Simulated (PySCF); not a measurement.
Two species compared at the same levels of theory.

First species: C₈H₁₁N.
InChI=1S/C8H11N/c1-3-5-8(7-9)6-4-2/h3,5-6H,4H2,1-2H3/b5-3+,8-6+

Second species: C₅H₁₃OPSSi.
SMILES with atom numbers: `[CH3:1][O:2][Si@H:3]1[CH2:4][CH2:5][P@@H:6](=[S:7])[CH2:8][CH2:9]1` (hydrogens: H10, H11, H12 on C1; H13 on Si3; H14, H15 on C4; H16, H17 on C5; H18 on P6; H19, H20 on C8; H21, H22 on C9)

Levels: PBE0/pcSseg-1 for HOMO energy, LUMO energy and HOMO–LUMO gap. Geometries: GFN2-xTB. All species are isolated and taken at one optimised geometry, non-relativistic unless stated. Electronic properties by PySCF.

Dipoles, sizes and rotational constants follow the conformer. The torsions of the flexible species, by atom-mapped SMILES:
- `[CH3:1]/[CH:2]=[CH:3]/[C:4]([C:5]#[N:6])=[CH:7]\[CH2:8][CH3:9]`: C2–C3–C4–C5 -1°, C4–C7–C8–C9 -120°

The conformers of `CO[Si@H]1CC[P@@H](=S)CC1` aren't listed.

| property | column X | column Y |
| --- | --- | --- |
| HOMO energy | -6.87 eV | -6.30 eV |
| LUMO energy | -1.41 eV | 0.54 eV |
| HOMO–LUMO gap | 5.46 eV | 6.84 eV |

**Question.** Which column belongs to which species?

**Answer.** Column X is the first species and column Y the second. The first has 20 atoms and 66 electrons, the second 22 and 96.

**Question.** How does each property change from the first species to the second?

**Answer.** HOMO energy +0.57 eV; LUMO energy +1.95 eV; HOMO–LUMO gap +1.38 eV.

